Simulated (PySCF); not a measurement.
Frontier levels across methods

Compound: CH10Si3.
Z-matrix (Å and degrees, PBE0-D3(BJ)/def2-SVP geometry), rows numbered from 1:
```
C 
Si  1  1.8912
Si  2  2.3464  1  110.88
Si  2  2.3471  1  110.77  3   120.21
H   1  1.1006  2  110.94  3    59.32
H   1  1.1007  2  110.73  3   179.58
H   1  1.1008  2  110.34  3   -60.63
H   2  1.5001  1  110.32  3  -119.95
H   3  1.4973  2  111.21  1   -59.27
H   3  1.4975  2  109.70  1    60.39
H   3  1.4960  2  110.61  1   179.90
H   4  1.4961  2  110.50  1   179.70
H   4  1.4975  2  111.29  1    58.87
H   4  1.4975  2  109.70  1   -60.86
```

Basis pcSseg-1 throughout (PySCF), one geometry. Geometry: PBE0-D3(BJ)/def2-SVP; no solvent, vibrations or thermal averaging.

**Question.** How do the orbital energies, the gap and the dipole change with the method?

**Answer.** 
| method | kind | HOMO (eV) | LUMO (eV) | gap (eV) | μ (D) | SCF cycles |
| --- | --- | --- | --- | --- | --- | --- |
| BLYP | GGA | -6.59 | -0.76 | 5.83 | 0.96 | 13 |
| B97-D | GGA | -6.71 | -0.78 | 5.93 | 0.96 | 12 |
| OPBE | GGA | -6.74 | -0.77 | 5.97 | 0.96 | 13 |
| PBE | GGA | -6.75 | -0.93 | 5.81 | 0.97 | 12 |
| KT2 | GGA | -6.81 | -1.04 | 5.77 | 0.93 | 13 |
| LDA | LDA | -6.81 | -1.11 | 5.71 | 0.97 | 12 |
| KT3 | GGA | -6.83 | -0.92 | 5.90 | 0.92 | 13 |
| BP86 | GGA | -6.85 | -1.00 | 5.85 | 0.97 | 12 |
| B97-2 | global hybrid | -7.60 | -0.15 | 7.45 | 0.93 | 11 |
| B3LYP | global hybrid | -7.61 | -0.30 | 7.31 | 0.94 | 11 |
| PBE0 | global hybrid | -7.82 | -0.16 | 7.66 | 0.94 | 11 |
| mPW1PW91 | global hybrid | -7.84 | -0.14 | 7.71 | 0.93 | 11 |
| BHandHLYP | global hybrid | -8.78 | 0.74 | 9.51 | 0.91 | 11 |
| CAM-B3LYP | range-separated hybrid | -9.04 | 0.90 | 9.94 | 0.90 | 11 |
| wB97X-D | range-separated hybrid | -9.59 | 1.54 | 11.12 | 0.90 | 12 |
| HF | Hartree–Fock | -10.29 | 2.92 | 13.21 | 0.90 | 9 |
| LC-wPBE | range-separated hybrid | -10.33 | 1.94 | 12.27 | 0.88 | 12 |

The HOMO spans 3.74 eV, from BLYP down to LC-wPBE, and the gap runs from 5.71 eV (LDA) to 13.21 eV (HF). Over the methods BLYP (0 %), B97-D (0 %), OPBE (0 %), PBE (0 %), KT2 (0 %), LDA (0 %), KT3 (0 %), BP86 (0 %), B97-2 (21 %), B3LYP (20 %), PBE0 (25 %), mPW1PW91 (25 %), BHandHLYP (50 %), HF (100 %), a straight line through the gap against the share of exact exchange rises by 0.74 eV for each 10 % (correlation coefficient 1.000). The dipole ranges from 0.88 D (LC-wPBE) to 0.97 D (BP86). This basis has no diffuse functions.

The vertical ΔSCF ionisation energy at CAM-B3LYP/def2-SVPD is 9.61 eV; −ε(HOMO) comes closest to it with wB97X-D (9.59 eV).
